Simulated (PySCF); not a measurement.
A geometry optimisation, step by step.

Ge2H7PS.
Atom-mapped SMILES: `[PH2:1][GeH2:2][S:3][GeH3:4]` (hydrogens: H5, H6 on P1; H7, H8 on Ge2; H9, H10, H11 on Ge4)

Method: PBE0-D3(BJ)/def2-SVP geometry optimisation, gas phase in PySCF 2.14.0; density fitting, grid level 1; the optimiser is geomeTRIC in internal coordinates, started from a GFN2-xTB structure with every atom displaced at random (about 0.01 Å). The frame can shift and turn from step to step; on so coarse a grid that alone can change the energy by a few meV, and forces under 0.02 eV/Å are noise.

Step 0: E = -133233.8432 eV, largest atomic force 1.373 eV/Å
```
atom  x, y, z in Å  |  force x, y, z in eV/Å
P1     -1.813    0.106   -1.283    0.472   0.150  -0.527
Ge2    -0.931   -0.539    0.729    0.388  -0.188   0.363
S3      0.808    0.691    1.352    0.103   0.243   0.086
Ge4     2.170    0.360   -0.375   -1.010  -0.246   0.174
H5     -2.196    1.367   -0.789   -0.003   0.486   0.105
H6     -3.070   -0.419   -0.972   -0.634  -0.439   0.081
H7     -1.816   -0.481    1.956   -0.474   0.180   0.263
H8     -0.455   -1.980    0.638    0.116  -0.404  -0.211
H9      1.591    1.021   -1.590   -0.248   0.358  -0.616
H10     3.454    0.960    0.000    1.201   0.558   0.365
H11     2.298   -1.113   -0.642    0.090  -0.698  -0.085
```

Step 1: E = -133233.9797 eV, largest atomic force 0.452 eV/Å
```
atom  x, y, z in Å  |  force x, y, z in eV/Å
P1     -1.873    0.159   -1.151   -0.150   0.011   0.099
Ge2    -1.000   -0.524    0.902   -0.106  -0.060   0.138
S3      0.715    0.819    1.410   -0.031  -0.099  -0.042
Ge4     1.995    0.463   -0.388    0.301   0.065  -0.108
H5     -2.251    1.444   -0.642    0.043  -0.080  -0.013
H6     -3.163   -0.414   -0.879    0.120   0.025  -0.062
H7     -1.997   -0.374    2.086    0.176  -0.031  -0.182
H8     -0.526   -2.000    0.773   -0.048   0.219   0.033
H9      1.397    1.158   -1.644    0.108  -0.124   0.238
H10     3.373    1.096   -0.009   -0.382  -0.192  -0.146
H11     2.133   -1.065   -0.644   -0.031   0.267   0.045
```

Step 2: E = -133233.9974 eV, largest atomic force 0.060 eV/Å
```
atom  x, y, z in Å  |  force x, y, z in eV/Å
P1     -1.857    0.158   -1.149   -0.004   0.010   0.038
Ge2    -1.000   -0.515    0.910   -0.009   0.025  -0.022
S3      0.724    0.810    1.421   -0.007  -0.025  -0.007
Ge4     1.987    0.462   -0.387    0.054   0.026   0.003
H5     -2.242    1.435   -0.640   -0.007   0.000  -0.005
H6     -3.141   -0.425   -0.904    0.014  -0.009  -0.016
H7     -1.987   -0.367    2.082   -0.001   0.013   0.009
H8     -0.526   -1.976    0.789    0.009  -0.017   0.008
H9      1.387    1.169   -1.614   -0.008   0.008   0.003
H10     3.358    1.062   -0.034   -0.033  -0.022  -0.016
H11     2.099   -1.049   -0.659   -0.008  -0.009   0.005
```

Step 3: E = -133233.9981 eV, largest atomic force 0.026 eV/Å
```
atom  x, y, z in Å  |  force x, y, z in eV/Å
P1     -1.847    0.157   -1.147    0.013   0.014   0.018
Ge2    -0.999   -0.511    0.917    0.000  -0.001  -0.014
S3      0.732    0.804    1.427    0.003  -0.005  -0.001
Ge4     1.983    0.462   -0.391   -0.006   0.002  -0.007
H5     -2.242    1.434   -0.643   -0.011   0.000   0.000
H6     -3.129   -0.433   -0.914    0.001  -0.011  -0.006
H7     -1.987   -0.356    2.087   -0.002   0.013   0.009
H8     -0.527   -1.974    0.802   -0.005  -0.008   0.005
H9      1.380    1.187   -1.605   -0.004   0.007  -0.005
H10     3.360    1.042   -0.044    0.016   0.001   0.002
H11     2.076   -1.048   -0.675   -0.005  -0.011  -0.001
```

Step 4: E = -133233.9989 eV, largest atomic force 0.084 eV/Å
```
atom  x, y, z in Å  |  force x, y, z in eV/Å
P1     -1.820    0.153   -1.137    0.030   0.022  -0.023
Ge2    -0.996   -0.499    0.938    0.018  -0.038   0.016
S3      0.756    0.788    1.439    0.013   0.024   0.000
Ge4     1.974    0.460   -0.405   -0.079  -0.025  -0.012
H5     -2.245    1.426   -0.650   -0.015  -0.002   0.008
H6     -3.095   -0.459   -0.936   -0.013  -0.011   0.012
H7     -1.985   -0.315    2.103    0.001   0.011   0.003
H8     -0.541   -1.970    0.843   -0.027   0.003  -0.001
H9      1.375    1.243   -1.583    0.009   0.002  -0.013
H10     3.374    0.979   -0.066    0.062   0.018   0.022
H11     2.005   -1.044   -0.731    0.002  -0.005  -0.012
```

Step 5: E = -133233.9996 eV, largest atomic force 0.117 eV/Å
```
atom  x, y, z in Å  |  force x, y, z in eV/Å
P1     -1.791    0.148   -1.123    0.033   0.029  -0.054
Ge2    -0.992   -0.481    0.966    0.034  -0.060   0.044
S3      0.791    0.769    1.447    0.012   0.040  -0.005
Ge4     1.965    0.455   -0.428   -0.112  -0.036  -0.006
H5     -2.260    1.413   -0.655   -0.016  -0.004   0.015
H6     -3.054   -0.498   -0.952   -0.021  -0.008   0.023
H7     -1.976   -0.251    2.128    0.004   0.007  -0.003
H8     -0.571   -1.964    0.900   -0.037   0.012  -0.006
H9      1.392    1.323   -1.560    0.017  -0.002  -0.017
H10     3.397    0.880   -0.093    0.079   0.020   0.027
H11     1.903   -1.033   -0.815    0.008   0.002  -0.018
```

Step 6: E = -133234.0006 eV, largest atomic force 0.086 eV/Å
```
atom  x, y, z in Å  |  force x, y, z in eV/Å
P1     -1.782    0.149   -1.108    0.022   0.025  -0.054
Ge2    -0.989   -0.464    0.987    0.032  -0.049   0.046
S3      0.818    0.761    1.443    0.003   0.032  -0.010
Ge4     1.962    0.449   -0.451   -0.081  -0.028   0.004
H5     -2.289    1.401   -0.647   -0.011  -0.004   0.015
H6     -3.029   -0.531   -0.950   -0.017  -0.003   0.020
H7     -1.964   -0.196    2.148    0.005   0.002  -0.005
H8     -0.600   -1.957    0.942   -0.029   0.013  -0.008
H9      1.431    1.382   -1.551    0.013  -0.006  -0.011
H10     3.417    0.791   -0.111    0.054   0.011   0.017
H11     1.826   -1.022   -0.885    0.009   0.006  -0.014
```

Step 7: E = -133234.0016 eV, largest atomic force 0.025 eV/Å
```
atom  x, y, z in Å  |  force x, y, z in eV/Å
P1     -1.797    0.162   -1.099    0.003   0.011  -0.020
Ge2    -0.987   -0.455    0.990    0.011  -0.010   0.020
S3      0.826    0.769    1.427   -0.002   0.006  -0.014
Ge4     1.970    0.440   -0.464   -0.005  -0.007   0.011
H5     -2.325    1.400   -0.623   -0.002  -0.002   0.009
H6     -3.031   -0.541   -0.935   -0.003   0.002   0.005
H7     -1.951   -0.174    2.157    0.004  -0.001  -0.001
H8     -0.616   -1.951    0.946   -0.006   0.006  -0.005
H9      1.471    1.388   -1.567    0.002  -0.006   0.000
H10     3.432    0.751   -0.111   -0.001  -0.002  -0.002
H11     1.811   -1.026   -0.908    0.000   0.003  -0.003
```

Step 8: E = -133234.0018 eV, largest atomic force 0.025 eV/Å
```
atom  x, y, z in Å  |  force x, y, z in eV/Å
P1     -1.811    0.177   -1.094   -0.005   0.002   0.005
Ge2    -0.985   -0.449    0.988   -0.006   0.009  -0.001
S3      0.827    0.778    1.416   -0.002  -0.006  -0.004
Ge4     1.975    0.431   -0.468    0.024   0.002   0.006
H5     -2.346    1.406   -0.601    0.002   0.002   0.002
H6     -3.039   -0.537   -0.925    0.003   0.004  -0.002
H7     -1.942   -0.172    2.161    0.002  -0.001   0.002
H8     -0.616   -1.945    0.934    0.005  -0.002  -0.003
H9      1.486    1.370   -1.582   -0.004  -0.002   0.002
H10     3.438    0.742   -0.110   -0.016  -0.005  -0.008
H11     1.817   -1.037   -0.903   -0.004  -0.002   0.001
```

Step 9: E = -133234.0020 eV, largest atomic force 0.025 eV/Å
```
atom  x, y, z in Å  |  force x, y, z in eV/Å
P1     -1.821    0.193   -1.088   -0.006  -0.003   0.015
Ge2    -0.983   -0.443    0.986   -0.011   0.013  -0.012
S3      0.831    0.783    1.408   -0.002  -0.008   0.005
Ge4     1.979    0.421   -0.473    0.024   0.003  -0.001
H5     -2.363    1.414   -0.581    0.003   0.004  -0.001
H6     -3.044   -0.530   -0.919    0.003   0.004  -0.004
H7     -1.933   -0.170    2.166    0.001  -0.001   0.003
H8     -0.616   -1.939    0.925    0.008  -0.004  -0.001
H9      1.494    1.355   -1.593   -0.004   0.001   0.001
H10     3.442    0.729   -0.116   -0.013  -0.005  -0.007
H11     1.816   -1.049   -0.899   -0.004  -0.004   0.001
```

Step 10: E = -133234.0021 eV, largest atomic force 0.023 eV/Å
```
atom  x, y, z in Å  |  force x, y, z in eV/Å
P1     -1.836    0.222   -1.077   -0.004  -0.006   0.017
Ge2    -0.980   -0.433    0.985   -0.011   0.010  -0.017
S3      0.840    0.785    1.398    0.001  -0.007   0.012
Ge4     1.985    0.402   -0.481    0.009   0.001  -0.008
H5     -2.384    1.431   -0.551    0.004   0.005  -0.003
H6     -3.052   -0.513   -0.910    0.002   0.004  -0.002
H7     -1.918   -0.167    2.176    0.000  -0.002   0.003
H8     -0.615   -1.929    0.908    0.005  -0.003  -0.001
H9      1.501    1.328   -1.609   -0.003   0.003   0.001
H10     3.450    0.705   -0.131   -0.002  -0.003  -0.002
H11     1.811   -1.070   -0.893   -0.001  -0.004   0.000
```

Question: Summarise the path.

Answer: The energy falls by 15.33 kJ/mol from step 0 to step 10; nine tenths of that is first reached at step 2. It falls at every step. The largest force goes from 1.373 to 0.023 eV/Å. Among the bonds Ge4–H10 changes most, from 1.467 to 1.536 Å; the atoms move by 0.224 Å rms after alignment.

Question: Follow the three bonds and two angles with the largest change from start to end.

Answer: 
```
step  E above end (kJ/mol)  largest force (eV/Å)  Ge4–H10 (Å)  P1–Ge2 (Å)  Ge4–H9 (Å)  H7–Ge2–H8 (°)  P1–Ge2–S3 (°)
   0                 15.33                 1.373        1.467       2.289       1.499          105.5          113.1
   1                  2.16                 0.452        1.563       2.333       1.555          110.5          108.1
   2                  0.45                 0.060        1.538       2.330       1.538          110.4          108.4
   3                  0.39                 0.026        1.535       2.329       1.537          110.4          108.4
   4                  0.30                 0.084        1.532       2.326       1.537          110.5          108.5
   5                  0.23                 0.117        1.531       2.323       1.537          110.5          108.5
   6                  0.14                 0.086        1.533       2.322       1.537          110.5          108.4
   7                  0.04                 0.025        1.536       2.324       1.537          110.5          108.3
   8                  0.02                 0.025        1.537       2.326       1.537          110.5          108.2
   9                  0.01                 0.025        1.537       2.326       1.537          110.5          108.1
  10                  0.00                 0.023        1.536       2.327       1.537          110.6          108.1
```

The cost below is that of the whole optimisation. On one thread, Arm Neoverse V2 (aarch64), shared host with 96 logical CPUs at a one-minute load of 34, this took 97 s and 0.58 GiB of memory at its peak.
